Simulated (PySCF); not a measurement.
A structure optimised at PBE0-D3(BJ)/def2-SVP, used in a PySCF frequency run:

```xyz
12

N     -1.8947     0.6413    -1.9190
C     -1.7358     0.1543    -0.6221
C     -0.6728    -0.4376    -0.1150
C      0.4205    -0.9315     0.4207
Si     1.7712     0.1628     1.1233
H     -2.8278     0.5054    -2.2931
H     -1.1925     0.3130    -2.5731
H     -2.5835     0.3467     0.0477
H      0.5516    -2.0248     0.4650
H      1.9824    -0.1235     2.5779
H      3.0743    -0.0911     0.4299
H      1.3909     1.5954     0.9513
```

Task: Write its SMILES and formula.

Result: NC=C=C[SiH3], C3H7NSi

Task: What are its rotational constants (standard atomic weights)?

Result: 12.724, 1.5474, 1.4726 GHz
